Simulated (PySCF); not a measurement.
Below is a simulated gas-phase C 1s photoelectron spectrum of `Cc1ocpc1F`.

Every computed line was given a Gaussian of 0.5 eV full width at half maximum and an area set by the number of equivalent atoms; the highest printed point is 100. Computed, not measured: delta-SCF UKS SCAN, pcX-2 on the ionised atom, pcseg-1 elsewhere, spin-free X2C (PySCF).

(binding energy (eV), intensity): (290.7, 0), (290.8, 2), (290.9, 5), (291.0, 14), (291.1, 30), (291.2, 51), (291.3, 75), (291.4, 92), (291.5, 100), (291.6, 97), (291.7, 86), (291.8, 76), (291.9, 73), (292.0, 79), (292.1, 88), (292.2, 95), (292.3, 94), (292.4, 83), (292.5, 65), (292.6, 43), (292.7, 24), (292.8, 11), (292.9, 4), (293.0, 1), (293.1, 0)

**Question.** How many maxima does the curve show, and how many computed lines lie under it?

**Answer.** The curve has 2 maxima (at 291.5 and 292.2 eV). Under it lie 4 lines from 4 inequivalent carbon sites. At this width some lines have no maximum of their own.

**Question.** Decompose the envelope and assign each component. Numbering: `[CH3:1][c:2]1[o:3][cH:4][p:5][c:6]1[F:7]`.

**Answer.** 
```csv
position (eV),relative area,line,atoms,environment
291.37,1,C 1s,C1,benzylic-type carbon
291.64,1,C 1s,C4,aromatic CH next to a ring oxygen
292.10,1,C 1s,C2,substituted aromatic carbon
292.40,1,C 1s,C6,aromatic C–F carbon
```

Lowest listed C 1s: C1, bonded to C and 3 H. Highest, 1.03 eV above it: C6, bonded to F, C (aromatic in the SMILES) and P (aromatic in the SMILES).

No satellites, vibrations or lifetime broadening are included. Isolated species at its GFN2-xTB geometry, gas phase.
